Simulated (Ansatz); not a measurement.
C8H14ClNOTi (`C[O][Ti]1234([Cl])([N](C)C)[C@H]5[C@@H]1[C@@H]2[C@@H]3[C@H]54`). The species carries charge 0 and has multiplicity 1. Correlated methods include outer-core shells of Ti, which these sets cover unevenly. Scalar relativity is left out up to krypton.

```json
{"atom": "C1", "x (Å)": "-1.464", "y (Å)": "0.371", "z (Å)": "-2.716"}
{"atom": "O2", "x (Å)": "-0.584", "y (Å)": "0.622", "z (Å)": "-1.676"}
{"atom": "Ti3", "x (Å)": "0.537", "y (Å)": "0.111", "z (Å)": "-0.400"}
{"atom": "Cl4", "x (Å)": "2.599", "y (Å)": "0.860", "z (Å)": "-1.027"}
{"atom": "N5", "x (Å)": "0.100", "y (Å)": "1.299", "z (Å)": "0.995"}
{"atom": "C6", "x (Å)": "-1.042", "y (Å)": "2.175", "z (Å)": "1.023"}
{"atom": "C7", "x (Å)": "0.848", "y (Å)": "1.331", "z (Å)": "2.224"}
{"atom": "C8", "x (Å)": "1.519", "y (Å)": "-2.081", "z (Å)": "-0.624"}
{"atom": "C9", "x (Å)": "1.407", "y (Å)": "-1.772", "z (Å)": "0.752"}
{"atom": "C10", "x (Å)": "0.039", "y (Å)": "-1.671", "z (Å)": "1.068"}
{"atom": "C11", "x (Å)": "-0.693", "y (Å)": "-1.890", "z (Å)": "-0.118"}
{"atom": "C12", "x (Å)": "0.225", "y (Å)": "-2.165", "z (Å)": "-1.157"}
{"atom": "H13", "x (Å)": "-2.301", "y (Å)": "1.076", "z (Å)": "-2.676"}
{"atom": "H14", "x (Å)": "-0.957", "y (Å)": "0.493", "z (Å)": "-3.679"}
{"atom": "H15", "x (Å)": "-1.867", "y (Å)": "-0.647", "z (Å)": "-2.659"}
{"atom": "H16", "x (Å)": "-0.731", "y (Å)": "3.209", "z (Å)": "1.230"}
{"atom": "H17", "x (Å)": "-1.562", "y (Å)": "2.161", "z (Å)": "0.066"}
{"atom": "H18", "x (Å)": "-1.753", "y (Å)": "1.885", "z (Å)": "1.812"}
{"atom": "H19", "x (Å)": "1.192", "y (Å)": "2.352", "z (Å)": "2.436"}
{"atom": "H20", "x (Å)": "0.243", "y (Å)": "0.998", "z (Å)": "3.082"}
{"atom": "H21", "x (Å)": "1.736", "y (Å)": "0.701", "z (Å)": "2.162"}
{"atom": "H22", "x (Å)": "2.442", "y (Å)": "-2.179", "z (Å)": "-1.173"}
{"atom": "H23", "x (Å)": "2.235", "y (Å)": "-1.623", "z (Å)": "1.430"}
{"atom": "H24", "x (Å)": "-0.376", "y (Å)": "-1.431", "z (Å)": "2.034"}
{"atom": "H25", "x (Å)": "-1.768", "y (Å)": "-1.842", "z (Å)": "-0.215"}
{"atom": "H26", "x (Å)": "-0.023", "y (Å)": "-2.347", "z (Å)": "-2.192"}
```

(1) Give the diagnostics of a CCSD(T)/def2-TZVPP run (frozen core, the Gaussian-basis code of Ansatz). (Best estimate.)

## Answers

(1) The calculation gave: T1 = 0.0218, largest single amplitude 0.067, largest double 0.024, (T) share of the correlation energy 5.2 %, 15 CCSD cycles. The RHF solution is stable towards an unrestricted one. T1 lies over the customary mark of 0.02 for closed shells; compounds of d metals often pass it without a breakdown.
